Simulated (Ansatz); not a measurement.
Reaction (ligand exchange at the Si–O bond): `CO[Si]Br` + HCl → `Cl[Si]Br` + CH₃OH

Isolated molecules relaxed with PBE0-D4/def2-TZVP in Ansatz; ΔE leaves out vibrations. CBS: MP2 limit from def2 TZ/QZ plus the TZ coupled-cluster correction, frozen cores. This one scheme is used for every species. DFT in def2-TZVPP. B3LYP here is the variant with VWN-RPA as its local correlation; programs differ in this. For Br outer-core shells are correlated without core-valence functions, which leaves a few kJ/mol of doubt a bond. Scalar relativity is left out up to krypton. One conformer a species, not always the lowest.

`CO[Si]Br`:

Cartesian coordinates in Å:
```
C 0.403 0.517 -0.571
O -0.180 -0.769 -0.572
Si -0.934 -1.754 0.471
Br -0.959 -0.538 2.420
H 1.451 0.428 -0.861
H -0.116 1.138 -1.303
H 0.334 0.978 0.416
```

HCl:

```xyz
2

Cl    0.061   -0.624    0.127
H    -0.061    0.624   -0.127
```

`Cl[Si]Br`:

Z-matrix (Å, degrees):
```
Si
Cl 1 2.076
Br 1 2.251 2 101.6
```

CH₃OH:

Cartesian coordinates in Å:
```
C 0.284 -0.198 0.082
O -1.036 0.067 -0.333
H 0.413 -1.281 0.066
H 0.481 0.153 1.102
H 1.031 0.243 -0.591
H -1.173 1.016 -0.326
```

```csv
level,ΔE (kcal/mol),difference from CCSD(T)/CBS
revPBE-D4,4.2,-1.9
BLYP-D4,6.4,0.3
r2SCAN-D4,5.6,-0.5
PBE0-D4,4.4,-1.7
CAM-B3LYP-D4,7.9,1.8
ωB97X-V,6.6,0.5
B2PLYP,6.4,0.3
PBE-QIDH,5.4,-0.7
BLYP,5.1,-1.0
B3LYP,5.5,-0.6
CAM-B3LYP,7.3,1.2
HF/def2-SVP,5.0,-1.1
HF/def2-TZVPP,6.3,0.2
MP2/def2-TZVPP,7.0,0.9
CCSD/def2-TZVPP,7.1,1.0
CCSD/CBS(def2),6.1,0.0
CCSD(T)/CBS,6.1,0
```

Largest T1 diagnostic among the species: 0.012.

From BLYP to BHLYP (50 % exact exchange), in def2-TZVPP and without D4, ΔE moves by +1.1 kcal/mol. Leaving LDA and LC-ωPBE aside and taking each functional with its dispersion term where it has one, the values spread over 3.6 kcal/mol, from revPBE-D4 to CAM-B3LYP-D4. LDA lies +2.9 kcal/mol from PBE without D4.
